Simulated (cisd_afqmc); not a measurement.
Input (AFQMC/CISD/cc-pVDZ; cisd_afqmc is a phaseless AFQMC code with CISD trial states that reads the integrals written by Ansatz):

Ansatz 0.2 input:
```python
import cisd_afqmc

open("ham.yaml", "w").write("""\
crystal:
  periodic: [false, false, false]
  atoms:
    - {symbol: C, position_ang: [-2.08819974, 0.40871383, 0.13058314]}
    - {symbol: C, position_ang: [-0.84651835, 0.85361495, 0.10005004]}
    - {symbol: Br, position_ang: [0.66901608, -0.28404297, -0.05232141]}
    - {symbol: H, position_ang: [-2.33171306, -0.64291821, 0.07052402]}
    - {symbol: H, position_ang: [-2.90494003, 1.11455469, 0.21904965]}
    - {symbol: H, position_ang: [-0.57060120, 1.89589466, 0.15787666]}
basis:
  gaussian:
    orbitals: cc-pVDZ
magnetization: {spin_polarized: false}
correlation: {method: ccsd, electrons: outside_noble_gas, hamiltonian_folder: ham}
""")
rep = cisd_afqmc.ansatz("ham.yaml")
e_ccsd = rep["correlation"]["coupled_cluster"]["energy"]["hartree"]
out = cisd_afqmc.run("ham", e_ccsd, trial="CISD", walkers=100, populations=8, threads=8, dt=0.005, steps=40, early=24, settle=10, least=32,
    cut=5e-5, rank_cut=2e-4, target=0.0004, seconds=1500, seed=1, memory=12960, gpu=False)
```

Output:

```
orbitals 54, occupied [9], factors 308 of 707, rank of the doubles 187 of 405
E(HF) = -2649.843382
E(CCSD) on the cut factors = -2650.260276, shift to the whole factors -0.000014
Energy of the trial state on the determinant = -2650.260260
  tau behind 7.2 of longer steps, mean of the populations' last blocks
   2.0  -2650.27376
   4.0  -2650.27447
   6.0  -2650.27528
   8.0  -2650.27288
  10.0  -2650.27559
  12.0  -2650.27565
  14.0  -2650.27619
  16.0  -2650.27401
  18.0  -2650.27486
blocks 749 (0 outliers left out), error by blocks joined: 1: 0.00020, 2: 0.00025, 4: 0.00031, 8: 0.00036, 16: 0.00040
E(AFQMC/CISD) = -2650.27463 +/- 0.00040
```
